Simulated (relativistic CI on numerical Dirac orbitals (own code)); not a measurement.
# Spin-allowed bands of a d8 ion in a tetrahedral site, by hand

Problem. Take Δ = 8700 cm⁻¹ and B = 650 cm⁻¹ for a d8 ion in a tetrahedral site. Calculate the three spin-allowed bands.

Working.
1. The terms of highest spin are 3F (energy 0) and 3P (15B = 9750 cm⁻¹). Here the F term splits into A2 at +1.2Δ = 10440, T2 at +0.2Δ = 1740 and T1 at −0.6Δ = -5220 cm⁻¹.
2. The two T1 states mix through the element 0.4Δ: H = [[-5220, 3480], [3480, 9750]], with roots ½(H₁₁ + H₂₂) ∓ ½√[(H₂₂ − H₁₁)² + 4H₁₂²] = ½(4530) ∓ ½(16509) = -5989 and 10519 cm⁻¹.
3. The ground term is 3T1 at -5989 cm⁻¹.
4. Bands: 3T2 7729 cm⁻¹ (1294 nm), 3A2 16429 cm⁻¹ (609 nm), 3T1(P) 16509 cm⁻¹ (606 nm).

Check. Exact diagonalisation of the whole d8 shell with these parameters gives 3T2 7729, 3A2 16429, 3T1 16509 cm⁻¹. The match is exact, since without spin-orbit coupling no other term has this spin. The ratio of the second band to the first, 2.126, depends on Δ/B = 13.4 alone, which is how a Tanabe-Sugano diagram is read.
